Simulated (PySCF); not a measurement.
Computed with core-valence-separated Tamm–Dancoff BHandHLYP/aug-pcX-1 (pcseg-1 on H, def2-SVPD on Se) in PySCF, non-relativistic, gas phase, PBE0-D3(BJ)/def2-SVP geometry. BHandHLYP without relativity tends to put these K edges a few eV too low, so spacings mean more than positions.

Main lines of an unknown, eV (oscillator strength): C K: 283.4 (0.055), 283.5 (0.066), 284.0 (0.061), 285.0 (0.040), 286.0 (0.042); N K: 396.9 (0.055), 400.5 (0.007), 400.6 (0.009). Listed: the first five lines at most of each edge with a tenth or more of its strongest line's intensity; roots within 0.03 eV on the same or equivalent atoms are summed. Only the lowest roots were sought, and the top ones are left out.

Task: Which candidate gives them?
A. `FCc1c[se]cn1`
B. `FCc1cn[se]c1`

Result: A. 

- `FCc1c[se]cn1`: C K: 283.4 (0.055), 283.5 (0.066), 284.0 (0.061), 285.0 (0.040), 286.0 (0.042); N K: 396.9 (0.055), 400.5 (0.007), 400.6 (0.009). First C line listed at 283.4 eV, hole on the aromatic CH carbon (1s→π*); first N line listed at 396.9 eV, hole on the pyridine-type nitrogen.
- `FCc1cn[se]c1`: C K: 282.9 (0.061), 283.2 (0.039), 283.4 (0.069), 285.7 (0.014), 285.7 (0.032); N K: 396.8 (0.056), 398.3 (0.048), 401.8 (0.007). First C line listed at 282.9 eV, hole on the aromatic CH carbon (1s→π*); first N line listed at 396.8 eV, hole on the pyridine-type nitrogen.

One conformer each; other structures than these candidates weren't tested.

Shape of the structure used: `[F:1][CH2:2][c:3]1[cH:4][se:5][cH:6][n:7]1`: F1–C2–C3–C4 2°.
